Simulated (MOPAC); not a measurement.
MOPAC input (PM6):

```
PM6 FORCE THERMO(298,298) PRECISE LET UHF MS=0.5 GEO-OK AUX(PRECISION=9) THREADS=1
C3H9BN

C     1.93755146 1   -0.24573744 1   -0.59889963 1
N     0.94209059 1    0.52379584 1   -0.04890179 1
B    -0.40659334 1    0.07956870 1    0.13623741 1
C    -1.43813686 1    1.09278586 1    0.78744915 1
C    -0.88427451 1   -1.36822240 1   -0.28428784 1
H     2.93333949 1    0.13759233 1   -0.71474416 1
H     1.75026954 1   -1.25054413 1   -0.92845498 1
H     1.18924825 1    1.45992956 1    0.23913624 1
H    -2.26111508 1    1.24045798 1    0.08551759 1
H    -1.01573773 1    2.06117714 1    1.04184006 1
H    -1.84105518 1    0.63497723 1    1.69293643 1
H    -0.73185755 1   -1.51478459 1   -1.35437665 1
H    -0.31075306 1   -2.12175515 1    0.25703368 1
H    -1.94109540 1   -1.50420562 1   -0.05932945 1
```

From the output:

```
     H   14   0.448695   4.226686

          HEAT OF FORMATION =     -23.472937 KCALS/MOLE

          ZERO POINT ENERGY      68.078 KCAL/MOL

           NORMAL COORDINATE ANALYSIS (Total motion = 1 Angstrom)

   Root No.       1         2         3         4         5         6         7         8

                 1 A"      2 A"      3 A"      1 A'      4 A"      2 A'      5 A"      3 A'

                  56.4      84.8     159.6     245.4     277.6     318.7     399.8     473.4

           1    0.0000    0.0000    0.0000    0.0016    0.0000   -0.0275   -0.0000   -0.0521
           2   -0.0000   -0.0000   -0.0000    0.0750   -0.0000   -0.0122    0.0000   -0.0292
           3   -0.0116   -0.0053   -0.0705   -0.0000    0.0066    0.0000   -0.0001    0.0000
           4    0.0000    0.0000    0.0000    0.0033    0.0000   -0.0254   -0.0000   -0.0446
           5   -0.0000   -0.0000    0.0000   -0.0199   -0.0000   -0.0306   -0.0000    0.0541
           6   -0.0080    0.0040    0.0868    0.0000   -0.0249    0.0000   -0.0414   -0.0000
           7   -0.0000   -0.0000   -0.0000    0.0216   -0.0000   -0.0143   -0.0000    0.0464
           8    0.0000    0.0000    0.0000   -0.0328   -0.0000   -0.0376    0.0000    0.0012
           9    0.0022    0.0091    0.0222    0.0000   -0.0257    0.0000    0.1014   -0.0000
          10   -0.0000   -0.0000    0.0000    0.0253   -0.0000   -0.0053    0.0000    0.0627
          11    0.0000    0.0000   -0.0000    0.0255    0.0000    0.0631   -0.0000    0.0073
          12    0.0074   -0.0129   -0.0442   -0.0000    0.0059   -0.0000   -0.0045    0.0000
          13   -0.0000   -0.0000   -0.0000   -0.0385   -0.0000    0.0618    0.0000    0.0028
          14    0.0000    0.0000    0.0000   -0.0577    0.0000   -0.0054   -0.0000   -0.0260
          15    0.0095    0.0120    0.0151   -0.0000    0.0164    0.0000   -0.0080   -0.0000
          16    0.0000    0.0000    0.0000   -0.0658    0.0000   -0.0414   -0.0000    0.0346
          17   -0.0000   -0.0000   -0.0000    0.1162    0.0000   -0.0037    0.0000   -0.0844
          18   -0.0210   -0.0122   -0.0743   -0.0000    0.3200    0.0000    0.0798    0.0000
          19    0.0000    0.0000    0.0000    0.0627    0.0000   -0.0111    0.0000   -0.1317
          20   -0.0000   -0.0000   -0.0000    0.1128   -0.0000   -0.0018   -0.0000   -0.0817
          21   -0.0035   -0.0063   -0.1893   -0.0000   -0.2876    0.0000   -0.0565    0.0000
          22    0.0000    0.0000    0.0000   -0.0460    0.0000   -0.0346   -0.0000   -0.0419
          23   -0.0000    0.0000    0.0000   -0.0421    0.0000   -0.0345   -0.0000    0.0502
          24   -0.0127    0.0011    0.1530    0.0000    0.1019    0.0000   -0.0223   -0.0000
          25   -0.0168   -0.0361   -0.0446    0.0046    0.0195   -0.0528   -0.1182    0.0560
          26   -0.1272   -0.1345    0.0315    0.0433   -0.0087    0.1040    0.0236    0.0158
          27   -0.0727   -0.1061   -0.0471    0.0002    0.0098    0.0004   -0.0484    0.0015
          28   -0.0000    0.0000    0.0000    0.0645    0.0000    0.0887   -0.0000    0.0761
          29    0.0000    0.0000   -0.0000    0.0388    0.0000    0.0962   -0.0000    0.0127
          30    0.1507    0.1326   -0.0999   -0.0000    0.0221   -0.0000   -0.0797    0.0000
          31    0.0168    0.0361    0.0446    0.0046   -0.0195   -0.0528    0.1182    0.0560
          32    0.1272    0.1345   -0.0315    0.0433    0.0087    0.1040   -0.0236    0.0158
          33   -0.0727   -0.1061   -0.0471   -0.0002    0.0098   -0.0004   -0.0484   -0.0015
          34   -0.1333    0.1247   -0.0257   -0.0441   -0.0097    0.0739    0.0298   -0.0124
          35   -0.0369    0.0415   -0.0094   -0.0866    0.0391    0.0409   -0.1175   -0.0789
          36    0.0981   -0.0697    0.0320   -0.0008    0.0302   -0.0002   -0.0507    0.0008
          37    0.1333   -0.1247    0.0257   -0.0441    0.0097    0.0739   -0.0298   -0.0124
          38    0.0369   -0.0415    0.0094   -0.0866   -0.0391    0.0409    0.1175   -0.0789
          39    0.0981   -0.0697    0.0320    0.0008    0.0302    0.0002   -0.0507   -0.0008
          40   -0.0000   -0.0000   -0.0000   -0.0759   -0.0000    0.1158    0.0000   -0.0601
          41   -0.0000    0.0000   -0.0000   -0.0204    0.0000   -0.0589   -0.0000    0.0348
          42   -0.1393    0.1568   -0.0164   -0.0000    0.0412    0.0000   -0.0837   -0.0000

   Root No.       9        10        11        12        13        14        15        16

                 6 A"      7 A"      4 A'      5 A'      8 A"      6 A'      9 A"      7 A'

                 649.9     731.0     760.6     810.1     830.5     840.2     897.0    1052.4

           1    0.0000   -0.0000   -0.0214   -0.0074   -0.0000    0.0073    0.0000    0.0082
           2   -0.0000    0.0000   -0.0124   -0.0088   -0.0000    0.0067   -0.0000    0.0545
           3    0.0205    0.0052    0.0000    0.0000   -0.0686   -0.0000   -0.0123   -0.0000
           4    0.0000   -0.0000   -0.0111   -0.0049   -0.0000    0.0043    0.0000    0.0061
           5   -0.0000    0.0000   -0.0413   -0.0295    0.0000    0.0214   -0.0000   -0.0302
           6   -0.0423   -0.0101    0.0000    0.0000    0.0065   -0.0000   -0.0070    0.0000
           7   -0.0000    0.0000   -0.0024    0.0050    0.0000   -0.0018   -0.0000   -0.0024
           8    0.0000   -0.0000   -0.0001   -0.0020   -0.0000   -0.0090    0.0000   -0.0305
           9   -0.0009    0.0019   -0.0000    0.0000   -0.0147    0.0000    0.0716    0.0000
          10   -0.0000    0.0000    0.0612    0.0150    0.0000    0.0129    0.0000   -0.0001
          11    0.0000   -0.0000    0.0137   -0.0336   -0.0000   -0.0353   -0.0000    0.0042
          12    0.0107   -0.0311   -0.0000    0.0000    0.0061   -0.0000   -0.0362   -0.0000
          13   -0.0000    0.0000   -0.0375    0.0078    0.0000   -0.0356   -0.0000   -0.0016
          14   -0.0000    0.0000    0.0387    0.0580    0.0000   -0.0053   -0.0000    0.0259
          15   -0.0065    0.0315    0.0000   -0.0000    0.0115    0.0000   -0.0362   -0.0000
          16    0.0000   -0.0000   -0.0776   -0.0624   -0.0000    0.0458    0.0000    0.2596
          17   -0.0000    0.0000    0.0249    0.0276    0.0000   -0.0188    0.0000   -0.1240
          18   -0.1477   -0.0402   -0.0000    0.0000    0.2782   -0.0000    0.0525    0.0000
          19    0.0000   -0.0000    0.0331    0.0396   -0.0000   -0.0237   -0.0000   -0.2256
          20   -0.0000    0.0000    0.0237    0.0223    0.0000   -0.0137    0.0000   -0.1157
          21    0.0470   -0.0126    0.0000   -0.0000    0.3283    0.0000    0.0514    0.0000
          22    0.0000   -0.0000   -0.0301   -0.0032   -0.0000    0.0084    0.0000   -0.1144
          23    0.0000    0.0000   -0.0490   -0.0273    0.0000    0.0220    0.0000   -0.0937
          24    0.4023    0.1004   -0.0000    0.0000    0.1216   -0.0000    0.0147    0.0000
          25   -0.0636    0.1624    0.1290   -0.0757   -0.0242   -0.0842    0.1497    0.0147
          26    0.0063   -0.0217   -0.0404    0.0469    0.0015    0.0421   -0.0171   -0.0035
          27   -0.0190    0.0404    0.0056   -0.0001   -0.0062   -0.0044    0.0331    0.0035
          28    0.0000   -0.0000   -0.0406    0.1911   -0.0000    0.1996    0.0000   -0.0266
          29    0.0000   -0.0000   -0.0239    0.0328   -0.0000    0.0343    0.0000   -0.0059
          30   -0.0293    0.0549   -0.0000    0.0000   -0.0104   -0.0000    0.0404    0.0000
          31    0.0636   -0.1624    0.1290   -0.0757    0.0242   -0.0842   -0.1497    0.0147
          32   -0.0063    0.0217   -0.0404    0.0469   -0.0015    0.0421    0.0171   -0.0035
          33   -0.0190    0.0404   -0.0056    0.0001   -0.0062    0.0044    0.0331   -0.0035
          34   -0.0205    0.0534   -0.0196   -0.0230    0.0156   -0.0090   -0.0527   -0.0126
          35    0.0589   -0.1456    0.1231   -0.0484   -0.0431    0.1137    0.1503    0.0158
          36    0.0205   -0.0383    0.0055    0.0016   -0.0100    0.0052    0.0354    0.0072
          37    0.0205   -0.0534   -0.0196   -0.0230   -0.0156   -0.0090    0.0527   -0.0126
          38   -0.0589    0.1456    0.1231   -0.0484    0.0431    0.1137   -0.1503    0.0158
          39    0.0205   -0.0383   -0.0055   -0.0016   -0.0100   -0.0052    0.0354   -0.0072
          40   -0.0000    0.0000    0.0495   -0.1373    0.0000    0.0989   -0.0000   -0.0331
          41    0.0000   -0.0000   -0.0443    0.1938   -0.0000   -0.1327    0.0000    0.0536
          42    0.0282   -0.0552    0.0000   -0.0000   -0.0104    0.0000    0.0428   -0.0000

   Root No.      17        18        19        20        21        22        23        24

                 8 A'      9 A'     10 A'     10 A"     11 A"     11 A'     12 A'     13 A'

                1202.4    1230.5    1241.0    1252.6    1255.4    1262.5    1291.2    1330.4

           1   -0.0090   -0.0063   -0.0048    0.0000   -0.0000   -0.0069    0.0090   -0.0036
           2   -0.0108    0.0024   -0.0053   -0.0000    0.0000   -0.0011    0.0083   -0.0074
           3    0.0000    0.0000    0.0000   -0.0003    0.0001    0.0000   -0.0000   -0.0000
           4    0.0035    0.0040    0.0018    0.0000   -0.0000    0.0069   -0.0081   -0.0220
           5    0.0009   -0.0060    0.0027   -0.0000    0.0000   -0.0117    0.0017    0.0228
           6    0.0000    0.0000   -0.0000   -0.0006    0.0000   -0.0000   -0.0000   -0.0000
           7    0.0725   -0.0057    0.0322   -0.0000    0.0000    0.0254   -0.0663    0.0090
           8   -0.0124    0.0110   -0.0101    0.0000   -0.0000    0.0241   -0.0022   -0.0654
           9    0.0000   -0.0000   -0.0000    0.0002    0.0005   -0.0000    0.0000    0.0000
          10   -0.0053    0.0255   -0.0154    0.0000    0.0000   -0.0016    0.0777   -0.0062
          11    0.0088    0.0213   -0.0153   -0.0000   -0.0000   -0.0111   -0.0172    0.0091
          12    0.0000   -0.0000   -0.0000   -0.0379    0.0067   -0.0000    0.0000    0.0000
          13    0.0002   -0.0221   -0.0321   -0.0000    0.0000   -0.0064    0.0110   -0.0101
          14   -0.0031    0.0130    0.0042   -0.0000   -0.0000    0.0341   -0.0110    0.0405
          15   -0.0000   -0.0000    0.0000   -0.0075   -0.0375    0.0000    0.0000   -0.0000
          16   -0.0344    0.0062    0.0000    0.0000   -0.0000   -0.0386    0.0448    0.1966
          17    0.0074   -0.0062   -0.0067   -0.0000    0.0000    0.0174   -0.0156   -0.1248
          18    0.0000    0.0000    0.0000    0.0011   -0.0006    0.0000   -0.0000    0.0000
          19    0.0136   -0.0142    0.0183   -0.0000   -0.0000   -0.0426    0.0168    0.2532
          20    0.0036   -0.0034    0.0106   -0.0000    0.0000   -0.0261    0.0142    0.1582
          21   -0.0000    0.0000    0.0000    0.0016   -0.0014    0.0000   -0.0000   -0.0000
          22   -0.0660   -0.0073   -0.0348    0.0000   -0.0000   -0.0498    0.0876    0.0174
          23   -0.0378   -0.0112   -0.0179    0.0000   -0.0000   -0.0412    0.0524    0.0390
          24    0.0000    0.0000   -0.0000    0.0071   -0.0006   -0.0000   -0.0000   -0.0000
          25   -0.1371   -0.1168    0.0218   -0.0918    0.0236   -0.0276   -0.1203    0.0127
          26   -0.0001   -0.1391    0.1142    0.1858   -0.0384    0.0716    0.1328   -0.0179
          27   -0.0628   -0.1421    0.0817    0.0464   -0.0089    0.0307    0.0082   -0.0063
          28   -0.1471    0.0071   -0.0716   -0.0000   -0.0000   -0.0547   -0.2166   -0.0237
          29   -0.0387    0.0066   -0.0263    0.0000   -0.0000   -0.0216   -0.0930   -0.0021
          30    0.0000    0.0000   -0.0000    0.3590   -0.0718   -0.0000    0.0000    0.0000
          31   -0.1371   -0.1168    0.0218    0.0918   -0.0236   -0.0276   -0.1203    0.0127
          32   -0.0001   -0.1391    0.1142   -0.1858    0.0384    0.0716    0.1328   -0.0179
          33    0.0628    0.1421   -0.0817    0.0464   -0.0089   -0.0307   -0.0082    0.0063
          34   -0.0569    0.1251    0.1690   -0.0256   -0.1249   -0.0540   -0.0037   -0.0346
          35    0.1041   -0.0726    0.0245   -0.0341   -0.1672   -0.1393   -0.0057   -0.0595
          36    0.0555   -0.1067   -0.1253    0.0092    0.0454    0.0110    0.0055    0.0080
          37   -0.0569    0.1251    0.1690    0.0256    0.1249   -0.0540   -0.0037   -0.0346
          38    0.1041   -0.0726    0.0245    0.0341    0.1672   -0.1393   -0.0057   -0.0595
```
